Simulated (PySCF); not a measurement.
PySCF input file for C3H7O2, SMILES COCC[O], multiplicity 2, C-PCM-B3LYP/def2-SVP. Geometry optimised at B3LYP-D3(BJ)/def2-SVP. The isomer is the one that the SMILES or the coordinates give; other isomers of the formula were not compared. One conformer was computed; it need not be the lowest.

```python
import numpy as np
from pyscf import gto, scf, dft
from pyscf.solvent import pcm

mol = gto.M(
    atom='''
    C     1.99862220    0.38985809    0.02740062
    O     1.13509398   -0.61958893   -0.42685092
    C    -0.17958017   -0.20022415   -0.67891763
    C    -1.01514771   -0.06455679    0.61329053
    O    -2.28877574    0.33365274    0.40638913
    H     2.06425065    1.22869259   -0.69401894
    H     1.69214631    0.80954288    1.00683137
    H     2.99759982   -0.05368964    0.14512072
    H    -0.64522766   -0.97058987   -1.31318603
    H    -0.21358895    0.76013687   -1.23068676
    H    -0.92554195   -0.98371813    1.23774235
    H    -0.56355004    0.74665210    1.24125040
    ''',
    basis='def2-SVP',
    charge=0,
    spin=1,
    max_memory=1600,
    verbose=3,
)
mf = dft.UKS(mol, xc='b3lyp').density_fit(auxbasis='def2-universal-jkfit')
mf.grids.level = 3
mf.conv_tol = 1e-9
mf.max_cycle = 100
mf.kernel()
fine, coarse = mf.grids, dft.Grids(mol).set(level=1).build(with_non0tab=True)
for _ in range(3):  # follow internal instabilities
    mf.grids = coarse
    mo, _, stable, _ = mf.stability(return_status=True, nroots=4)
    mf.grids = fine
    if stable:
        break
    mf.kernel(mf.make_rdm1(mo, mf.mo_occ))
res = {}
for name, eps in {'water': 78.355, 'methanol': 32.613, 'n-hexane': 1.8819}.items():
    s = mf.PCM()
    s.with_solvent.method, s.with_solvent.eps, s.with_solvent.lebedev_order = 'C-PCM', eps, 29
    s.kernel(mf.make_rdm1())
    res[name] = (s.e_tot, eps, s.dip_moment(), s.mo_energy, s.converged)
    print(f'{name}: electrostatic solvation free energy {(s.e_tot - mf.e_tot) * 627.509474:.3f} kcal/mol')
```

It prints:

```

WARN: HOMO -0.310713924384063 >= LUMO -0.310713924384065

converged SCF energy = -268.680198580332  <S^2> = 0.75331226  2S+1 = 2.0033095
<class 'pyscf.df.df_jk.DFUKS'> wavefunction is stable in the internal stability analysis

WARN: PCM is an experimental feature. It is still in testing.
Features and APIs may be changed in the future.

converged SCF energy = -268.687980514603  <S^2> = 0.75335036  2S+1 = 2.0033476
Dipole moment(X, Y, Z, Debye):  2.26447,  1.06480,  0.60069
water: electrostatic solvation free energy -4.883 kcal/mol

WARN: PCM is an experimental feature. It is still in testing.
Features and APIs may be changed in the future.

converged SCF energy = -268.687818869806  <S^2> = 0.75334944  2S+1 = 2.0033466
Dipole moment(X, Y, Z, Debye):  2.25473,  1.05829,  0.59641
methanol: electrostatic solvation free energy -4.782 kcal/mol

WARN: PCM is an experimental feature. It is still in testing.
Features and APIs may be changed in the future.

converged SCF energy = -268.683633086934  <S^2> = 0.75332755  2S+1 = 2.0033248
Dipole moment(X, Y, Z, Debye):  2.01709,  0.90147,  0.49437
n-hexane: electrostatic solvation free energy -2.155 kcal/mol
```

The calculation finished and met its thresholds.

Cost: very roughly 2.9 core-minutes.
